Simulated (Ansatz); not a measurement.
System: [(E)-pent-2-en-3-yl]silane, C₅H₁₂Si, net charge 0, singlet state. 
Geometry from a B3LYP-D3(BJ)/def2-TZVP (Ansatz, an electronic-structure program) optimisation:
```xyz
18

C     -2.5250     0.2124    -0.1326
C     -1.1707     0.7923     0.1369
C      0.0192     0.2472    -0.1452
Si     1.5758     1.1709     0.3044
C      0.1797    -1.1117    -0.7947
C      0.2477    -2.2443     0.2365
H     -2.4835    -0.7460    -0.6467
H     -3.1251     0.8998    -0.7359
H     -3.0690     0.0673     0.8056
H     -1.1891     1.7645     0.6238
H      2.4485     0.3515     1.1843
H      2.3679     1.4794    -0.9140
H      1.2378     2.4349     1.0009
H      1.0934    -1.1252    -1.3966
H     -0.6391    -1.3032    -1.4920
H     -0.6770    -2.2962     0.8136
H      1.0670    -2.0850     0.9398
H      0.4024    -3.2094    -0.2499
```
Charge 0, spin multiplicity 1.

Total electronic energies in hartree. Correlated levels leave the core frozen unless marked. No spin-orbit coupling. Non-relativistic. CBS marks a two-point X^-3 extrapolation of the correlation energy; Hartree-Fock from the larger set.

| level | program | energy (Eh) |
|---|---|---|
| BLYP-D3(BJ)/def2-TZVPD | Ansatz + dftd3 | -487.21137 |
| BLYP-D4/def2-TZVPD | Ansatz + dftd4 | -487.21134 |
| B97M-V/def2-TZVPD | Ansatz | [?] |
| PBE0-D4/def2-TZVPD | Ansatz + dftd4 | -486.94499 |
| PBE0/def2-TZVP | Ansatz | -486.93128 |
| HSE06-D3(BJ)/def2-TZVPD | Ansatz + dftd3 | -486.92341 |
| B2PLYP/def2-TZVPD | Ansatz | [?] |
| RPA@PBE/cc-pV(Q+d)Z | Ansatz | [?] |
| MP2/cc-pV(T+d)Z | Ansatz | -486.30852 |
| SCS-MP2/cc-pV(T+d)Z | Ansatz | -486.32227 |
| SCS-MP2/cc-pVTZ | Ansatz | -486.31907 |
| CCSD(T)/cc-pV(T+d)Z | Ansatz | -486.42217 |
| CCSD(T)/cc-pwCVTZ | Ansatz | -486.43466 |
| CCSD(T)/cc-pV(Q+d)Z | Ansatz | -486.49140 |
| CCSD(T)/CBS(cc-pV(T+d)Z,cc-pV(Q+d)Z) | Ansatz | -486.5303 |

Problem. Some entries are withheld; supply them.

Solution. 
- B97M-V/def2-TZVPD, energy (Eh): -487.23590
- B2PLYP/def2-TZVPD, energy (Eh): -486.98188
- RPA@PBE/cc-pV(Q+d)Z, energy (Eh): -487.08959
